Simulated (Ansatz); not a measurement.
Compare A (`CC(N)N[SiH3]`) with its isomer B (`CNC(N)[SiH3]`).

Program: Ansatz. Geometries: PBE0-D4/def2-TZVP. ΔE: electronic, gas phase. CCSD(T)/CBS adds triple-zeta CCSD(T) − MP2 to the extrapolated MP2 energy (def2 sets, frozen cores). Functionals use def2-TZVPP. B3LYP here is the variant with VWN-RPA as its local correlation; programs differ in this. Each species was taken in one conformer, which may not be the lowest.

(1) Which isomer does CCSD(T)/CBS put lower? Give the gap. (Best estimate.)

(2) Give E(B) − E(A) in kJ/mol with PBE0-D4, CCSD/def2-TZVPP, ωB97M-V, B3LYP, B2PLYP, r2SCAN-D4, HF/def2-TZVPP. (An estimate is asked.)

Largest T1 diagnostic: 0.011.

Answers

(1) Ansatz gave: A, by 111.7 kJ/mol.

(2) The calculation gave: PBE0-D4 103.4, CCSD/def2-TZVPP 113.2, ωB97M-V 109.3, B3LYP 107.5, B2PLYP 111.1, r2SCAN-D4 108.0, HF/def2-TZVPP 123.0. None reverses the order clearly.

From PBE to PBE0 (25 % exact exchange), in def2-TZVPP and without D4, E(B) − E(A) moves by +7.2 kJ/mol. In def2-TZVPP, CCSD(T) changes the Hartree–Fock value by −12.0 kJ/mol (the triples alone add −2.2 kJ/mol) and MP2 by −7.2 kJ/mol.
